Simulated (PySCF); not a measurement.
## Ionisation energy of Zr by level of theory

Zr [Kr] 4d2 5s2 (3F) → Zr⁺ [Kr] 4d2 5s1 (4F), as a difference of total energies. All numbers are calculated (PySCF 2.14, scalar relativity through the core potential, in def2-SVP with the def2 core potential (28 electrons)). Correlated levels: valence: 4s2 4p6 frozen. The calculations carry no spin-orbit coupling.

```
           method  ionisation energy (eV)  error (eV)
              UHF                   5.193      -1.446
             TPSS                   6.319      -0.320
           r2SCAN                   6.137      -0.502
    MP2 (valence)                   5.911      -0.728
SCS-MP2 (valence)                   6.057      -0.582
```

Reference: 6.639 eV (measured; NIST levels, between the centres of gravity of the two terms).

Errors of the correlated levels include the incompleteness of this basis and the frozen core.

MP2 underrates the near-degeneracy of ns² with np² in the lower species.
